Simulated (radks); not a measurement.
The numbers below are computed, except where a source is named.
The samarium ion Sm4+, configuration [Xe] 4f3.5 5d0.5 (fractional occupations, a model configuration). Level of theory: Dirac Kohn-Sham, PBE, spin-unpolarised, spherical densities, finite nucleus; open shells are shared between the two j in proportion to 2j + 1; Fermi nuclear charge, rms radius 5.0819 fm (a radial shooting solver on a logarithmic mesh with Libxc functionals).

Unscreened Slater integrals over Kohn-Sham orbitals (hartree). Large and small components are both included.

| integral | value |
|---|---|
| F0(5d5/2,5d5/2) | 0.45534 |
| F2(5d5/2,5d5/2) | 0.24330 |
| F4(5d5/2,5d5/2) | 0.16377 |
| F0(5d5/2,5d3/2) | 0.45838 |
| F2(5d5/2,5d3/2) | 0.24482 |
| G2(5d5/2,5d3/2) | 0.24471 |
| G4(5d5/2,5d3/2) | 0.16471 |
| F0(5d5/2,4f7/2) | 0.57039 |
| F2(5d5/2,4f7/2) | 0.15897 |
| F4(5d5/2,4f7/2) | 0.080004 |
| G1(5d5/2,4f7/2) | 0.068845 |
| G3(5d5/2,4f7/2) | 0.059666 |
| G5(5d5/2,4f7/2) | 0.046540 |
| F0(5d5/2,4f5/2) | 0.57102 |
| F2(5d5/2,4f5/2) | 0.15781 |
| F4(5d5/2,4f5/2) | 0.079150 |
| G1(5d5/2,4f5/2) | 0.067380 |
| G3(5d5/2,4f5/2) | 0.058670 |
| G5(5d5/2,4f5/2) | 0.045821 |
| F0(5d3/2,5d3/2) | 0.46150 |
| F2(5d3/2,5d3/2) | 0.24647 |
| F0(5d3/2,4f7/2) | 0.57719 |
| F2(5d3/2,4f7/2) | 0.16303 |
| G3(5d3/2,4f7/2) | 0.062025 |
| G5(5d3/2,4f7/2) | 0.048264 |
| F0(5d3/2,4f5/2) | 0.57783 |
| F2(5d3/2,4f5/2) | 0.16186 |
| G1(5d3/2,4f5/2) | 0.070736 |
| G3(5d3/2,4f5/2) | 0.061073 |
| F0(4f7/2,4f7/2) | 1.1092 |
| F2(4f7/2,4f7/2) | 0.53415 |
| F4(4f7/2,4f7/2) | 0.33650 |
| F6(4f7/2,4f7/2) | 0.24247 |
| F0(4f7/2,4f5/2) | 1.1138 |
| F2(4f7/2,4f5/2) | 0.53638 |
| F4(4f7/2,4f5/2) | 0.33791 |
| G2(4f7/2,4f5/2) | 0.53527 |
| G4(4f7/2,4f5/2) | 0.33725 |
| G6(4f7/2,4f5/2) | 0.24302 |
| F0(4f5/2,4f5/2) | 1.1185 |
| F2(4f5/2,4f5/2) | 0.53867 |
| F4(4f5/2,4f5/2) | 0.33937 |
